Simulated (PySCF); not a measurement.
This PySCF input asks for the NMR shieldings of `InChI=1S/C4H7F4Si/c1-9(3-5)2-4(6,7)8/h2-3H2,1H3/q+1`; the geometry comes from GFN2-xTB.

```python
import basis_set_exchange as bse
import numpy as np
from pyscf import gto, dft
from pyscf.prop import nmr

atoms = """
C    -1.175723   -1.840176    0.096463
Si   -0.622604   -0.076907   -0.204216
C    -1.721715    1.469494    0.096325
F    -1.147035    2.507728   -0.592297
C     1.130334    0.406858   -0.753345
C     2.094537    0.029101    0.370056
F     1.752339    0.646718    1.510639
F     3.345890    0.324351    0.090977
F     2.017513   -1.288254    0.628249
H    -2.192162   -1.897937    0.495545
H    -1.153593   -2.427995   -0.825204
H    -0.510318   -2.347063    0.801204
H    -1.771200    1.773507    1.149995
H    -2.744226    1.356420   -0.281024
H     1.228735    1.485960   -0.936711
H     1.461629   -0.112860   -1.658067
"""
names = dict.fromkeys(["C", "Si", "F", "H"], "pcSseg-1")
basis = {el: gto.basis.parse(bse.get_basis(n, elements=[el], fmt="nwchem")) for el, n in names.items()}
mol = gto.M(atom=atoms, basis=basis, charge=1, verbose=0)
mf = dft.RKS(mol, xc="PBE0")
mf.grids.level = 2
mf.grids.alignment = dft.numint.BLKSIZE   # the property module wants whole blocks of grid points
mf.conv_tol = 1e-9
mf.kernel()

calc = nmr.RKS(mf)   # GIAO
C = mf.mo_coeff
Co = C[:, mf.mo_occ > 0]
resp = mf.gen_response(singlet=True, hermi=2)
def vind(x):   # induced exchange potential for any number of trial vectors
    d = np.einsum("pi,xij,qj->xpq", C, 2 * x.reshape(-1, C.shape[1], Co.shape[1]), Co, optimize=True)
    return np.einsum("xpq,pi,qj->xij", resp(d - d.transpose(0, 2, 1)), C, Co, optimize=True).ravel()
mo1, _ = nmr.rhf.solve_mo1(calc, with_cphf=vind)
sigma = calc.kernel(mo1)
for i, s in enumerate(sigma):   # ppm
    w = np.linalg.eigvalsh((s + s.T) / 2)
    print("%2d %-2s iso %8.1f  s11 %8.1f  s22 %8.1f  s33 %8.1f" % (i, mol.atom_pure_symbol(i), w.mean(), *w))
```

Question: What are the results?

Answer: 
```
 0 C  iso    168.2  s11    132.8  s22    181.5  s33    190.2
 1 Si iso    -67.3  s11   -282.3  s22   -181.7  s33    262.1
 2 C  iso     93.5  s11     70.2  s22     77.4  s33    133.0
 3 F  iso    449.9  s11    393.5  s22    452.3  s33    503.9
 4 C  iso    146.5  s11    107.2  s22    147.8  s33    184.4
 5 C  iso     55.8  s11     52.2  s22     55.7  s33     59.6
 6 F  iso    216.3  s11    127.0  s22    201.6  s33    320.2
 7 F  iso    228.9  s11    158.8  s22    215.0  s33    312.8
 8 F  iso    227.2  s11    137.0  s22    220.4  s33    324.2
 9 H  iso     28.7  s11     24.5  s22     26.5  s33     35.0
10 H  iso     29.1  s11     24.8  s22     26.3  s33     36.3
11 H  iso     28.8  s11     23.9  s22     27.7  s33     34.9
12 H  iso     25.5  s11     22.5  s22     24.7  s33     29.2
13 H  iso     25.5  s11     21.4  s22     25.3  s33     29.7
14 H  iso     27.0  s11     23.3  s22     26.5  s33     31.1
15 H  iso     28.4  s11     25.3  s22     26.1  s33     33.7
```

These numbers come from an equivalent density-fitted implementation of the same equations, which agrees with the script to about 0.01 ppm for H and up to a few tenths of a ppm for heavy atoms, so last digits may differ.

Question: Turn these shieldings into chemical shifts. δ = σ(ref) − σ, references computed at the same level: ¹³C (186.93 ppm) and ²⁹Si (349.16 ppm) and ¹H (31.72 ppm) vs TMS; CFCl3 for ¹⁹F (170.95 ppm).

Answer: Averaging equivalent atoms: C 5: 131.1; C 2: 93.4; C 4: 40.5; C 0: 18.8; Si 1: 416.5; F 6/7/8: -53.2; F 3: -279.0; H 12/13: 6.24; H 14/15: 4.04; H 9/10/11: 2.83 ppm. Unscaled 19F shifts against computed CFCl3 carry errors that often reach 10 to 50 ppm.

Size and cost of the density-fitted run: 195 basis functions, 33 s wall time on 1 thread of an Arm Neoverse V1, shared host; peak memory 0.83 GiB.
